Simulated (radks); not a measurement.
Spherical quantum dot in the effective-mass picture: electrons in a parabolic well V = omega^2 r^2 / 2 with omega = 0.281, all in effective atomic units (hartree* = m*/eps^2 hartree, bohr* = eps/m* bohr), one dielectric constant everywhere. Method: non-relativistic Kohn-Sham, exchange-only LDA, spin-polarised, spherical densities; computed with a radial shooting solver with Libxc functionals. Levels are named by radial order and angular momentum (1s, 1p, 1d, 2s, ...), and open shells are averaged over m. Each electron was tried in the lowest free levels, single moves between levels near the top were tried too, and the lowest total energy was kept; such a search can miss a lower state. At N = 1 the Hartree and exchange-correlation terms need not cancel, so that row can carry a self-interaction error.

N                         open shells  2S  E (hartree*)  mu = E(N) - E(N-1) (hartree*)  addition energy mu(N+1) - mu(N) (hartree*)  e(HOMO) (hartree*)  rms radius (bohr*)
1                    1s(up 1, down 0)   1      0.451855                        0.45185                                      0.3907             0.59999               2.352
2                                none   0       1.29437                        0.84251                                      0.4494             0.96394               2.619
3                    1p(up 1, down 0)   1       2.58630                         1.2919                                      0.2264              1.4046               2.982
4                    1p(up 2, down 0)   2       4.10462                         1.5183                                      0.2250              1.6316               3.214
5                    1p(up 3, down 0)   3       5.84792                         1.7433                                      0.2976              1.8540               3.395
6                    1p(up 3, down 1)   2       7.88878                         2.0409                                      0.1926              2.1361               3.564
7                    1p(up 3, down 2)   1       10.1223                         2.2335                                      0.1948              2.3311               3.709
8                                none   0       12.5506                         2.4283                                      0.3415              2.5252               3.839
9                    1d(up 1, down 0)   1       15.3205                         2.7699                                      0.1761              2.8581               3.992
10                   1d(up 2, down 0)   2       18.2665                         2.9460                                      0.1744              3.0335               4.126
11                   1d(up 3, down 0)   3       21.3869                         3.1204                                      0.1722              3.2069               4.248
12                   1d(up 4, down 0)   4       24.6795                         3.2926                                      0.1698              3.3779               4.359
13                   1d(up 5, down 0)   5       28.1419                         3.4624                                      0.2234              3.5465               4.463
14  1d(up 5, down 0) 2s(up 1, down 0)   6       31.8277                         3.6858                                      0.1646              3.7681               4.564
15                   1d(up 5, down 2)   3       35.6782                         3.8505                                      0.1526              3.9250               4.659
16                   1d(up 5, down 3)   2       39.6812                         4.0030                                      0.1553              4.0809               4.748
17                   1d(up 5, down 4)   1       43.8396                         4.1584                                      0.1539              4.2356               4.834
18                               none   0       48.1519                         4.3123                                      0.1825              4.3887               4.915
19                   2s(up 1, down 0)   1       52.6467                         4.4948                                      0.1809              4.5708               4.996
20                               none   0       57.3225                         4.6757                                      0.2089              4.7495               5.074
21                   1f(up 1, down 0)   1       62.2071                         4.8847                                      0.1417              4.9557               5.156
22                   1f(up 2, down 0)   2       67.2336                         5.0264                                      0.1407              5.0969               5.234
23                   1f(up 3, down 0)   3       72.4006                         5.1671                                      0.1395              5.2370               5.309
24                   1f(up 4, down 0)   4       77.7072                         5.3066                                      0.1384              5.3760               5.381
25                   1f(up 5, down 0)   5       83.1522                         5.4449                                      0.1372              5.5137               5.450
26                   1f(up 6, down 0)   6       88.7343                         5.5821                                      0.1360              5.6504               5.517
27                   1f(up 7, down 0)   7       94.4525                         5.7182                                      0.1802              5.7858               5.583
28                   1f(up 7, down 1)   6       100.351                         5.8984                                           -              5.9638               5.647

All shells are closed at N = 2, 8, 18, 20 (there: 1s2 1p6 1d10 2s2); the second difference of the energy has clear peaks (12 % above both neighbours; the first and last values, which can be the largest, are not judged, and half-filled shells can peak too) at N = 2, 5, 8, 13, 20.
